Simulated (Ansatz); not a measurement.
Consider the formal exchange of groups at a B–B bond: `NBBF` + `C1=CC1` → `NBC1C=C1` + `BF`.

Calculated with Ansatz (gas phase, PBE0-D4/def2-TZVP geometries, no zero-point term in ΔE). CCSD(T)/CBS adds triple-zeta CCSD(T) − MP2 to the extrapolated MP2 energy (def2 sets, frozen cores). This one scheme is used for every species. Functionals use def2-TZVPP. B3LYP here is the variant with VWN-RPA as its local correlation; programs differ in this. One conformer a species, not always the lowest.

`NBBF`:

Z-matrix (Å, degrees):
```
N
B 1 1.388
H 1 1.007 2 124.0
H 1 1.008 2 122.8 3 -180.0
B 2 1.713 1 117.2 3 179.9
H 2 1.200 1 117.4 3 -0.1
F 5 1.327 2 121.6 1 -178.7
H 5 1.212 2 123.9 1 1.2
```

`C1=CC1`:

```xyz
7

C    -0.495   -0.342    0.638
C     0.704    0.110    0.512
C    -0.133    0.147   -0.731
H    -1.266   -0.774    1.252
H     1.665    0.332    0.942
H     0.054   -0.572   -1.528
H    -0.529    1.099   -1.086
```

`NBC1C=C1`:

Cartesian coordinates in Å:
```
N 0.456 2.017 -0.279
B 0.654 0.643 -0.150
C -0.535 -0.321 0.102
C -0.493 -1.762 -0.394
C -0.338 -1.624 0.868
H 1.201 2.670 -0.442
H -0.452 2.448 -0.216
H 1.777 0.222 -0.240
H -1.535 0.124 0.175
H -0.558 -2.380 -1.272
H -0.177 -2.038 1.848
```

`BF`:

Z-matrix (Å, degrees):
```
B
F 1 1.317
H 1 1.197 2 117.8
H 1 1.198 2 117.8 3 -180.0
```

Q: Is it downhill or uphill in electronic energy at CCSD(T)/CBS, and by how much? (Best estimate.)

A: Ansatz gave: Downhill: ΔE = -8.9 kcal/mol.

Q: What do these levels give: PBE-D4, PBE0-D4, B3LYP-D4, r2SCAN0-D4, BHLYP-D4, CAM-B3LYP-D4, PBE-QIDH, revPBE, MP2/def2-SVP, HF/def2-TZVPP, MP2/def2-TZVPP, MP2/def2-QZVPP? (Best estimate.)

A: Computed: PBE-D4 -7.2, PBE0-D4 -7.9, B3LYP-D4 -8.7, r2SCAN0-D4 -8.9, BHLYP-D4 -9.3, CAM-B3LYP-D4 -8.6, PBE-QIDH -9.0, revPBE -6.3, MP2/def2-SVP -10.4, HF/def2-TZVPP -9.2, MP2/def2-TZVPP -10.8, MP2/def2-QZVPP -11.0 kcal/mol.

Largest T1 diagnostic among the species: 0.015.

From BLYP to BHLYP (50 % exact exchange), in def2-TZVPP and without D4, ΔE moves by −1.4 kcal/mol. The D4 term adds −0.9 kcal/mol with B3LYP and −0.5 kcal/mol with PBE0; it sums over pairs of atoms, weighted by their polarisabilities, and B3LYP, whose exchange is more repulsive, gets the larger term. Leaving LDA and LC-ωPBE aside and taking each functional with its dispersion term where it has one, the values spread over 2.0 kcal/mol, from BHLYP-D4 to PBE-D4. LDA lies −0.9 kcal/mol from PBE without D4.
